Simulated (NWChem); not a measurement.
# H$_{4}$PO$_{4}$ cation; SMILES OP(O)(O)=[OH+]

```xyz
9

O      1.3303     0.0000    -0.8245
P      0.0000     0.0000     0.0000
O      0.0000     1.3303     0.8245
O     -1.3303     0.0000    -0.8245
O      0.0000    -1.3303     0.8245
H      1.6145    -0.8298    -1.2569
H      0.8298     1.6145     1.2569
H     -1.6145     0.8298    -1.2569
H     -0.8298    -1.6145     1.2569
```
Atoms are numbered in this order, from 1.

Computed with NWChem. Pople sets run with spherical d functions. All runs use the structure optimised with B3LYP/6-31G* (spherical d).

For level TPSS/6-311++G**:

| Property | Value |
|---|---|
| orbital gap (eV) | 8.19 |

### Question
How do the values read with level TPSS/6-311G** instead?

### Answer
* **orbital gap (eV)**: 8.37
